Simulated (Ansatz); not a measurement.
`CCN([SiH3])P` + `B[SiH](O)[SiH3]` → `O[SiH]([SiH3])P` + `BN([SiH3])CC`  (redistribution)

Isolated molecules relaxed with PBE0-D4/def2-TZVP in Ansatz; ΔE leaves out vibrations. CCSD(T)/CBS is the MP2 limit (def2-TZVPP, def2-QZVPP) plus CCSD(T) − MP2 in def2-TZVPP, frozen cores. DFT in def2-TZVPP. B3LYP here is the variant with VWN-RPA as its local correlation; programs differ in this. Each species was taken in one conformer, which may not be the lowest.

```
             level  ΔE (kJ/mol)  difference from CCSD(T)/CBS
            PBE-D4       -204.9                         -0.2
         r2SCAN-D4       -207.2                         -2.5
           PBE0-D4       -204.8                         -0.1
          B3LYP-D4       -202.0                          2.7
           ωB97X-V       -199.2                          5.5
           ωB97M-V       -204.0                          0.7
            B2PLYP       -205.8                         -1.1
               PBE       -206.0                         -1.3
            r2SCAN       -207.5                         -2.8
              PBE0       -205.8                         -1.1
             B3LYP       -203.8                          0.9
     HF/def2-TZVPP       -193.7                         11.0
    MP2/def2-TZVPP       -209.8                         -5.1
SCS-MP2/def2-TZVPP       -203.7                          1.0
   CCSD/def2-TZVPP       -202.3                          2.4
CCSD(T)/def2-TZVPP       -204.9                         -0.2
     HF/def2-QZVPP       -192.9                         11.8
    MP2/def2-QZVPP       -209.4                         -4.7
SCS-MP2/def2-QZVPP       -203.5                          1.2
      HF/CBS(def2)       -192.8                         11.9
     MP2/CBS(def2)       -209.6                         -4.9
    CCSD/CBS(def2)       -202.1                          2.6
       CCSD(T)/CBS       -204.7                            0
```

Largest T1 diagnostic among the species: 0.014.

In def2-TZVPP, CCSD(T) changes the Hartree–Fock value by −11.2 kJ/mol (the triples alone add −2.6 kJ/mol) and MP2 by −16.1 kJ/mol.
